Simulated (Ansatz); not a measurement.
Ansatz results at the PBE0-D4/def2-TZVP geometry: HOMO–LUMO gap (PBE/def2-TZVPP) 6.47 eV; LUMO energy (B3LYP/def2-TZVPP) 0.27 eV; HOMO–LUMO gap (ωB97M-V/def2-TZVPP) 12.62 eV.

Each molecule was computed in one conformer, which needn't be the lowest.

Problem. Which molecule gave them?
A. `C=C[SiH](Cl)C=C`
B. `C[Si](O)(F)[SiH3]`
C. `N[SiH](F)Br`
D. `C[Si](O)(O)F`

Solution. C. The others give `C[Si](O)(O)F`: 7.34, 0.25, 13.61; `C=C[SiH](Cl)C=C`: 5.11, -1.10, 11.59; `C[Si](O)(F)[SiH3]`: 6.13, -0.04, 11.98.

B3LYP here is the variant with VWN-RPA as its local correlation; programs differ in this.
